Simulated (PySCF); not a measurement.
# Two-component Hartree-Fock for Au⁶²⁺ (gold, charge +62)

Start: [Ne] 3s2 3p5; 3p1/2 filled at m_j = -1/2, +1/2; 3p3/2 filled at m_j = -1/2, +1/2, +3/2. Calculated with PySCF 2.14 in an even-tempered Gaussian basis (18 s from 20 bohr⁻², ratio 2.4; 14 p from 26 bohr⁻², ratio 2.4; 4 d from 93 bohr⁻², ratio 2.6; 4 f from 140 bohr⁻², ratio 2.6): generalised Hartree-Fock with the X2C-1e Hamiltonian and a Gaussian nucleus; one run each with spin-orbit coupling (SO) switched off, then screened by Boettger's factors.

| spinor shell | electrons | ε, spin-free (eV) | ε, screened SO (eV) | weight of nominal j (screened SO) | rms radius, screened SO (bohr) |
| --- | --- | --- | --- | --- | --- |
| 1s1/2 | 2 | -86111.5 | -86077.6 | 1.000 | 0.0190 |
| 2s1/2 | 2 | -19233.6 | -19222.0 | 1.000 | 0.0760 |
| 2p1/2 | 2 | -17303.2 | -18650.2 | 1.000 | 0.0642 |
| 2p3/2 | 4 | -17303.2 | -16770.6 | 1.000 | 0.0719 |
| 3s1/2 | 2 | -7579.2 | -7575.3 | 1.000 | 0.184 |
| 3p1/2 | 2 | -7004.1 | -7350.6 | 1.000 | 0.174 |
| 3p3/2 | 3 | -7004.1 | -6863.7 | 1.000 | 0.187 |

| quantity | spin-free | screened SO |
| --- | --- | --- |
| E (hartree) | -14731.97021 | -14765.54287 |
| M_J | 3/2 | 3/2 |
| ⟨J²⟩ | 3.750 | 3.750 |
| ⟨L²⟩ | 2.000 | 2.062 |
| ⟨S²⟩ | 0.750 | 0.812 |

Each row is a mean over spinors that exchange with the open shell spreads, by up to 30.597 eV (3s1/2).

Breit and QED terms are absent; they matter most for the inner s and p1/2 levels.

Densities and radii are taken from the X2C orbitals without a picture-change correction, which distorts them close to the nucleus.

Without spin-orbit coupling the j labels of p, d and f shells carry no meaning; the spin-free column gives the mean over the occupied spinors of each nl shell.
